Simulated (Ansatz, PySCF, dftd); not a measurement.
Species: CH₆NSi, charge 0, doublet. CH6NSi (SMILES CN[SiH2], doublet).
B3LYP-D3(BJ)/def2-TZVP minimum from Ansatz (an electronic-structure program):
```
N
H 1 1.0096
C 1 1.4542 2 113.36
H 3 1.0908 1 109.38 2 175.15
H 3 1.0929 4 107.56 1 120.23
H 3 1.0956 4 107.79 5 116.47
Si 1 1.7278 2 117.80 3 -158.53
H 7 1.4918 1 106.35 2 -39.46
H 7 1.4931 8 110.55 1 115.38
```
Charge 0, spin multiplicity 2.

Quantity: enthalpy of formation at 298 K (by atomisation, with rigid-rotor harmonic-oscillator terms from PySCF's Hessian at B3LYP-D3(BJ)/def2-TZVP and the atoms' measured values of the G2/97 table; no spin-orbit terms), in kcal/mol. UHF or UKS for unpaired electrons; spin-orbit terms are left out. Correlated methods leave the cores frozen. No relativity. For partners of very few electrons the exact lower level stands in for a higher one.

```csv
level,program,enthalpy of formation at 298 K (kcal/mol)
r2SCAN-D4/def2-TZVPD,Ansatz + dftd4,29.4
B3LYP-D3(BJ)/def2-TZVPD,Ansatz + dftd3,23.9
r2SCANh/def2-TZVPD,Ansatz,33.7
CCSD/cc-pV(D+d)Z,Ansatz,98.0
CCSDT(Q)/cc-pV(D+d)Z,Ansatz,91.5
```
